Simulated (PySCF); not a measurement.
PySCF input for chloro(disilanyl)silane (ClH7Si3), SMILES [SiH3][SiH2][SiH2]Cl, PBE-D3(BJ)/def2-SVP. Coordinates come from a PBE-D3(BJ)/def2-SVP optimisation. The values are those of a single conformer.

```python
import numpy as np
from pyscf import gto, scf, dft, df
from pyscf.hessian import thermo

mol = gto.M(
    atom='''
    Si   -2.20775749    0.15684216    0.53036423
    Si   -0.29378564    1.48190876    0.18492225
    Si    1.55783563    0.03465123    0.19417318
    Cl    0.99445206   -1.64230061   -0.93262292
    H    -2.00467664   -0.70205033    1.74924115
    H    -3.42226188    1.02116237    0.73976826
    H    -2.42815454   -0.72420960   -0.66682611
    H    -0.37508696    2.18848904   -1.14331159
    H    -0.13995241    2.51487878    1.27304332
    H     1.87665904   -0.42547321    1.59030905
    H     2.79969314    0.61868302   -0.42006988
    ''',
    basis='def2-SVP',
    charge=0,
    spin=0,
    max_memory=1600,
    verbose=3,
)
mf = dft.RKS(mol, xc='pbe').density_fit(auxbasis='def2-universal-jkfit')
mf.disp = 'd3bj'
mf.grids.level = 3
mf.conv_tol = 1e-11
mf.max_cycle = 100
mf.kernel()

# [left out here: the lines that compute and print the analytic Hessian (its translational invariance restored by hand, since the grid's response is missing), thermochemistry and intensities]
```

Log of the run:

```
converged SCF energy = -1331.85431803717

WARN: DFTD3 does not support analytical Hessian, using finite difference


WARN: Mole.unit (angstrom) is changed to Bohr

Mode                                 0                   1                   2
Irrep
Freq [cm^-1]                       36.6820             73.8610            105.3593
Reduced mass [au]                   3.5441              4.2903              1.1564
Force const [Dyne/A]                0.0028              0.0138              0.0076
Char temp [K]                      52.7772            106.2696            151.5885
Normal mode                   x     y     z       x     y     z       x     y     z
       0  Si                 0.04 -0.05 -0.07    0.08 -0.06  0.00   -0.02  0.02  0.01
       1  Si                 0.01  0.02  0.06    0.02  0.02 -0.06   -0.01  0.00 -0.02
       2  Si                 0.02  0.04 -0.05   -0.02 -0.01  0.07   -0.02 -0.00  0.00
       3  Cl                -0.07 -0.01  0.06   -0.07  0.05 -0.01    0.04 -0.02 -0.00
       4   H                 0.07 -0.20 -0.18    0.20 -0.09 -0.04    0.19 -0.35 -0.28
       5   H                 0.03 -0.08  0.07    0.05 -0.12  0.12    0.08  0.04  0.54
       6   H                 0.02  0.11 -0.18    0.03 -0.02 -0.01   -0.35  0.39 -0.20
       7   H                 0.00  0.13  0.12    0.03 -0.09 -0.12   -0.02  0.02 -0.01
       8   H                -0.00 -0.07  0.14   -0.03  0.10 -0.13    0.02 -0.00 -0.02
       9   H                 0.15  0.09 -0.06   -0.15 -0.06  0.08   -0.07  0.01  0.02
      10   H                -0.03  0.02 -0.18    0.06 -0.09  0.16    0.00 -0.00  0.05
Mode                                 3                   4                   5
Irrep
Freq [cm^-1]                      145.6804            318.9067            381.9700
Reduced mass [au]                   4.2300              1.1221              5.6033
Force const [Dyne/A]                0.0529              0.0672              0.4817
[...]
       6   H                -0.09 -0.14  0.13   -0.04  0.06 -0.01    0.46  0.11 -0.12
       7   H                 0.36 -0.02 -0.03   -0.27 -0.02  0.01   -0.08  0.14  0.08
       8   H                -0.19 -0.00  0.02   -0.31  0.03  0.01    0.26 -0.17  0.06
       9   H                 0.46 -0.06 -0.09   -0.04 -0.04  0.03   -0.03  0.01  0.02
      10   H                -0.28  0.22 -0.28    0.14 -0.10  0.07    0.04  0.01  0.05
Mode                                 9                  10                  11
Irrep
Freq [cm^-1]                      527.3243            539.6701            644.1484
Reduced mass [au]                   7.6710              1.3468              1.1084
Force const [Dyne/A]                1.2568              0.2311              0.2710
Char temp [K]                     758.7022            776.4652            926.7862
Normal mode                   x     y     z       x     y     z       x     y     z
       0  Si                -0.01  0.00  0.01   -0.01  0.02 -0.03   -0.01  0.01 -0.03
       1  Si                 0.01 -0.02 -0.01    0.00 -0.03  0.06    0.03 -0.01  0.02
       2  Si                 0.02  0.11  0.06    0.01  0.03 -0.05   -0.01 -0.01  0.03
       3  Cl                -0.03 -0.08 -0.06   -0.00 -0.01  0.01    0.00  0.00 -0.02
       4   H                 0.03 -0.02 -0.02    0.39  0.19  0.03    0.18  0.10  0.02
       5   H                -0.05 -0.06 -0.01   -0.10 -0.16  0.18   -0.06 -0.09  0.12
       6   H                 0.11  0.04 -0.04   -0.07 -0.18  0.13   -0.11 -0.15  0.11
       7   H                 0.10  0.03  0.02    0.14 -0.26 -0.08   -0.57 -0.06  0.02
       8   H                 0.13 -0.06  0.02   -0.08  0.20 -0.15    0.11  0.05 -0.05
       9   H                -0.01  0.11  0.07   -0.36 -0.09 -0.00    0.06  0.51  0.19
      10   H                 0.03  0.13  0.10    0.21 -0.08  0.27   -0.05 -0.26 -0.28
Mode                                12                  13                  14
Irrep
Freq [cm^-1]                      657.1201            686.0643            785.7353
Reduced mass [au]                   1.1281              1.0796              1.1342
Force const [Dyne/A]                0.2870              0.2994              0.4125
Char temp [K]                     945.4496            987.0937           1130.4982
Normal mode                   x     y     z       x     y     z       x     y     z
       0  Si                 0.01 -0.02 -0.03   -0.00  0.01 -0.01    0.02  0.00  0.00
       1  Si                -0.05  0.01  0.01    0.04  0.00 -0.01   -0.02  0.01  0.01
       2  Si                 0.01 -0.01  0.00    0.01 -0.00  0.00    0.03 -0.05 -0.02
       3  Cl                -0.00  0.00  0.01   -0.01 -0.01  0.01   -0.01  0.00 -0.00
       4   H                 0.07  0.15  0.08    0.01 -0.01 -0.02   -0.20 -0.08 -0.01
       5   H                 0.16  0.18  0.05   -0.09 -0.12  0.05   -0.05 -0.09 -0.01
       6   H                -0.20 -0.07  0.06   -0.08 -0.10  0.08   -0.16 -0.04  0.06
       7   H                -0.05 -0.01 -0.01   -0.57  0.04  0.05    0.25 -0.03 -0.03
       8   H                 0.81 -0.00 -0.10   -0.16  0.02  0.01    0.01  0.03 -0.01
       9   H                 0.08 -0.15 -0.06    0.02 -0.32 -0.12   -0.23  0.58  0.25
      10   H                -0.00  0.15  0.10   -0.15  0.58  0.22   -0.14  0.49  0.16
Mode                                15                  16                  17
Irrep
Freq [cm^-1]                      832.2819            870.4829            899.1018
Reduced mass [au]                   1.1020              1.0505              1.0412
Force const [Dyne/A]                0.4498              0.4690              0.4959
Char temp [K]                    1197.4683           1252.4311           1293.6074
Normal mode                   x     y     z       x     y     z       x     y     z
       0  Si                -0.04 -0.03  0.01    0.01  0.01  0.00    0.01 -0.02 -0.01
       1  Si                 0.01 -0.01  0.00   -0.00 -0.03  0.00    0.00 -0.00 -0.00
       2  Si                 0.00 -0.02 -0.01    0.00  0.01  0.01    0.02  0.00  0.01
       3  Cl                -0.00  0.00 -0.00    0.00 -0.00 -0.00    0.00  0.00  0.00
       4   H                 0.44  0.19  0.07   -0.10 -0.17 -0.10   -0.13  0.38  0.30
       5   H                 0.28  0.41 -0.03   -0.03 -0.04 -0.03   -0.09 -0.17  0.13
       6   H                 0.40  0.18 -0.21   -0.09 -0.14  0.13   -0.09  0.33 -0.24
       7   H                -0.04  0.17  0.09    0.08  0.55  0.30   -0.00 -0.01 -0.01
       8   H                -0.11  0.16 -0.13    0.02  0.45 -0.44    0.01 -0.01  0.01
       9   H                -0.05  0.17  0.07   -0.13 -0.10 -0.00   -0.45 -0.19  0.05
      10   H                -0.07  0.21  0.05   -0.07 -0.05 -0.17   -0.23  0.05 -0.43
Mode                                18                  19                  20
Irrep
Freq [cm^-1]                      902.3968            906.7365           2137.8078
Reduced mass [au]                   1.0334              1.0445              1.0312
Force const [Dyne/A]                0.4958              0.5060              2.7767
Char temp [K]                    1298.3481           1304.5920           3075.8295
Normal mode                   x     y     z       x     y     z       x     y     z
       0  Si                -0.01  0.01 -0.02   -0.01  0.01  0.01   -0.00  0.00  0.00
       1  Si                -0.00  0.00 -0.00   -0.00  0.01  0.00   -0.00 -0.03 -0.01
       2  Si                 0.01  0.00  0.00    0.02  0.00  0.01    0.00  0.00  0.00
       3  Cl                -0.00  0.00  0.00    0.00  0.00  0.00    0.00 -0.00 -0.00
       4   H                -0.33 -0.06 -0.01    0.28 -0.34 -0.28   -0.01  0.03 -0.04
       5   H                 0.18  0.11  0.64    0.07  0.20 -0.31    0.11 -0.08 -0.02
       6   H                 0.48 -0.34  0.15   -0.00 -0.22  0.17   -0.00  0.01  0.01
       7   H                 0.03 -0.04 -0.03    0.00 -0.18 -0.10   -0.03  0.20 -0.41
       8   H                 0.01 -0.05  0.05    0.06 -0.13  0.13    0.09  0.57  0.61
       9   H                -0.11 -0.04  0.01   -0.41 -0.16  0.05   -0.02  0.03 -0.10
      10   H                -0.06  0.02 -0.10   -0.21  0.06 -0.38   -0.10 -0.05  0.06
Mode                                21                  22                  23
Irrep
Freq [cm^-1]                     2152.8036           2154.1360           2157.1674
Reduced mass [au]                   1.0419              1.0285              1.0304
Force const [Dyne/A]                2.8451              2.8118              2.8251
Char temp [K]                    3097.4051           3099.3221           3103.6836
Normal mode                   x     y     z       x     y     z       x     y     z
       0  Si                 0.01 -0.00  0.00    0.01  0.00 -0.01    0.01  0.00 -0.00
       1  Si                -0.00  0.00 -0.03    0.00 -0.00  0.02   -0.00 -0.01 -0.01
       2  Si                 0.01 -0.00  0.01    0.01  0.00  0.00   -0.02 -0.00 -0.01
       3  Cl                 0.00  0.00  0.00    0.00 -0.00 -0.00   -0.00 -0.00 -0.00
       4   H                 0.01 -0.03  0.05    0.08 -0.32  0.45    0.04 -0.14  0.20
       5   H                -0.17  0.13  0.03   -0.42  0.31  0.07   -0.32  0.24  0.06
       6   H                -0.02 -0.09 -0.13   -0.02 -0.13 -0.18   -0.03 -0.14 -0.19
       7   H                 0.04 -0.33  0.61   -0.02  0.19 -0.36    0.01 -0.08  0.15
       8   H                 0.04  0.23  0.23   -0.01 -0.12 -0.12    0.03  0.22  0.23
       9   H                -0.10  0.16 -0.47   -0.04  0.07 -0.21    0.10 -0.16  0.48
      10   H                -0.15 -0.08  0.08   -0.24 -0.12  0.12    0.44  0.21 -0.23
Mode                                24                  25                  26
Irrep
Freq [cm^-1]                     2167.9761           2170.0916           2181.6035
Reduced mass [au]                   1.0519              1.0520              1.0499
Force const [Dyne/A]                2.9129              2.9189              2.9441
Char temp [K]                    3119.2349           3122.2786           3138.8417
Normal mode                   x     y     z       x     y     z       x     y     z
       0  Si                 0.02 -0.02  0.01    0.01 -0.02  0.01   -0.00 -0.02 -0.03
       1  Si                 0.00 -0.00 -0.00    0.00 -0.00  0.01   -0.00 -0.00 -0.01
       2  Si                 0.01  0.01 -0.02   -0.01 -0.01  0.02    0.00  0.00 -0.00
       3  Cl                 0.00  0.00  0.00    0.00  0.00 -0.00    0.00  0.00  0.00
       4   H                -0.07  0.29 -0.42   -0.06  0.27 -0.39    0.04 -0.18  0.24
       5   H                -0.38  0.27  0.07   -0.36  0.25  0.07   -0.15  0.10  0.01
       6   H                 0.01 -0.00  0.02    0.03  0.09  0.13    0.13  0.53  0.71
       7   H                 0.00 -0.02  0.03   -0.01  0.11 -0.20    0.01 -0.05  0.10
       8   H                 0.00  0.02  0.02   -0.01 -0.04 -0.04    0.01  0.07  0.07
       9   H                 0.09 -0.13  0.38   -0.10  0.14 -0.41    0.01 -0.02  0.06
      10   H                -0.44 -0.20  0.22    0.41  0.19 -0.20   -0.04 -0.01  0.02
temperature 298.1500 [K]
pressure 101325.00 [Pa]
Rotational constants [GHz] 3.25701 1.39535 1.05754
Symmetry number 1
Zero-point energy (ZPE) 0.05867 [Eh]   154044.222 [J/mol]
                           tot       elec      trans        rot        vib
Entropy [J/mol/K]       387.561      0.000    169.138    119.636     98.788
Cv [J/mol/K]            123.294      0.000     12.472     12.472     98.351
Cp [J/mol/K]            131.609      0.000     20.786     12.472     98.351
Internal energy [J/mol]                      3718.434   3718.434 169097.688
Internal energy [Eh]   -1331.78708  -1331.85432
Enthalpy [J/mol]                             6197.391   3718.434 169097.688
Enthalpy [Eh]          -1331.78614
Gibbs free energy [J/mol]                  -44230.963 -31950.965 139644.022
Gibbs free energy [Eh] -1331.83015
mode   freq/cm-1   IR/(km/mol)
   1       36.68         0.447
   2       73.86         0.583
   3      105.36         0.248
   4      145.68         3.922
   5      318.91        13.469
   6      381.97         0.966
   7      396.82         4.340
   8      442.47        10.146
   9      479.79         2.440
  10      527.32        44.853
  11      539.67         7.400
  12      644.15        18.645
  13      657.12        51.162
  14      686.06       122.227
  15      785.74       161.927
  16      832.28       204.622
  17      870.48        27.078
  18      899.10        81.707
  19      902.40        20.217
  20      906.74        50.841
  21     2137.81        53.257
  22     2152.80        33.812
  23     2154.14        79.890
  24     2157.17        45.479
  25     2167.98        56.037
  26     2170.09       126.848
  27     2181.60        81.716
max |gradient| / (hartree/bohr): 4.915111040545049e-05
APT charges: [ 0.6419  0.4161  0.9557 -0.4762 -0.2036 -0.2195 -0.197  -0.2053 -0.2164
 -0.2434 -0.2524]
```

Self-consistency was reached.
